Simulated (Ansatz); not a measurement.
A made-up structure of CHOSe, doublet:

O1  (-0.822, 0.179, -0.198)
C2  (0.450, 0.017, 0.019)
Se3  (-1.875, -0.829, 0.957)
H4  (-0.959, 0.929, -0.794)
(Å)

It is relaxed with PBE-D4/def2-SVP and then PBE0-D4/def2-TZVP (Ansatz 0.2.0). Atoms count as bonded within 1.22 times the sum of their covalent radii (H–H: 0.88 Å). The end point is not checked to be a true minimum.

(1) Does its bonding change? (Judge from chemistry; the calculation decides.)

## Answers

(1) Computed: Yes. Formed: Se3–H4; broken: O1–Se3, O1–H4.

Where it ends: The first stage lowers the energy by 5.30 eV in 48 steps. It ends as a complex of HSe + CO:
| atom | x (Å) | y (Å) | z (Å) |
| --- | --- | --- | --- |
| O1 | 0.4717 | 0.5330 | -0.4551 |
| C2 | 1.5033 | 0.8257 | -0.7913 |
| Se3 | -3.2413 | -0.7796 | 0.8510 |
| H4 | -1.9397 | -0.2835 | 0.3797 |

For scale, one of the runs: PBE0-D4/def2-TZVP relaxation, 116 basis functions, launched by `ansatz run in.yaml --threads 2 --pin off --events-out ev --progress --plain --max-ram 4352MiB`. The run took about 74 s on 2 CPU threads of an Arm Neoverse V2 (shared host).
